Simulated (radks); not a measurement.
All-electron atom: Gd19+ in [Kr] 4d9.

Method: scalar-relativistic Kohn-Sham, PBE, spin-polarised, spherical densities, finite nucleus; open shells are filled with parallel spins first (spin-orbit coupling, left out, can overturn this in heavy ions); Fermi nuclear charge, rms radius 5.1569 fm; computed with a radial shooting solver on a logarithmic mesh with Libxc functionals.

Energy parts (eV):
part                      energy
total                 -303137.81
kinetic                325733.55
electron-nucleus      -717177.58
Hartree                 94584.84
exchange-correlation    -6278.62

Orbitals (lengths in bohr, moments of r in powers of bohr):
orbital,occ.,eigenvalue (eV),<r^4>
1s up,1,-50577.02,1.141e-06
1s down,1,-50577.02,1.141e-06
2s up,1,-8755.146,0.0001816
2s down,1,-8754.461,0.0001816
2p up,3,-7844.601,0.0001357
2p down,3,-7844.060,0.0001357
3s up,1,-2317.490,0.006955
3s down,1,-2317.171,0.006950
3p up,3,-2035.314,0.007267
3p down,3,-2034.953,0.007261
3d up,5,-1663.436,0.005767
3d down,5,-1662.871,0.005762
4s up,1,-820.9117,0.1432
4s down,1,-819.2249,0.1433
4p up,3,-723.4198,0.1738
4p down,3,-721.7566,0.1741
4d up,5,-588.7727,0.2178
4d down,4,-587.1399,0.2185

The highest occupied level is 4d down at -587.14 eV. The density falls to 0.001 e/bohr^3 at r = 1.54 bohr. Spin moment in Bohr magnetons: 1. For comparison, the ionisation energy in NIST's Atomic Spectra Database is 601 eV (theoretical). In exact Kohn-Sham theory the highest level is minus the ionisation energy, but local and semilocal functionals leave it too shallow, through self-interaction and a potential that decays too fast; potentials with the right tail come closer. The spin density at the nucleus is -2.605 e/bohr^3 (1s -0.250, 2s -2.856, 3s -0.042, 4s 0.543). The electron density at the nucleus is 6.58e+05 e/bohr^3 (large components only). Summed over all electrons, <r^2> = 7.334 bohr^2, which gives a Langevin (diamagnetic) susceptibility term of -5.81 x 10^-6 cm^3/mol.
